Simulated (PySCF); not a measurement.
The third ionisation energy along the 3d series

Calculated with PySCF 2.14 from differences of total energies of unrestricted determinants, without spin-orbit coupling. Values in eV. The last column holds reference values (NIST; (s) semi-empirical, (t) theoretical, else measured). Unmarked ones compare directly (S terms, centres of terms, or small fine structure); those marked * lie between the lowest fine-structure levels and include a spin-orbit shift.

| element | configurations | UHF | MP2 (valence) | SCS-MP2 (valence) | reference |
| --- | --- | --- | --- | --- | --- |
| Ti (cc-pVTZ-DK, spin-free X2C) | [Ar] 3d2 → [Ar] 3d1 | 26.603 | 26.725 | 26.644 | 27.492 * |
| Cr (cc-pVTZ-DK, spin-free X2C) | [Ar] 3d4 → [Ar] 3d3 | 29.679 | 30.326 | 29.895 | 30.959 ± 0.025 * |
| Mn (cc-pVTZ-DK, spin-free X2C) | [Ar] 3d5 → [Ar] 3d4 | 32.361 | 33.194 | 32.639 | 33.668 ± 0.012 * |
| Fe (cc-pVTZ-DK, spin-free X2C) | [Ar] 3d6 → [Ar] 3d5 | 28.312 | 29.891 | 30.078 | 30.651 ± 0.012 * |
| Co (cc-pVTZ-DK, spin-free X2C) | [Ar] 3d7 → [Ar] 3d6 | 31.199 | 33.026 | 33.123 | 33.5 ± 0.06 (s) * |
| Cu (cc-pVTZ-DK, spin-free X2C) | [Ar] 3d9 → [Ar] 3d8 | 34.015 | 36.707 | 36.470 | 36.841 ± 0.012 * |

"Valence" correlates the outer s and p shells and, in groups 3 to 12 and the f block, the outer d or f shell, open or full, or the next shell where the ion has no valence electron left; the wider scheme adds the next inner shell.
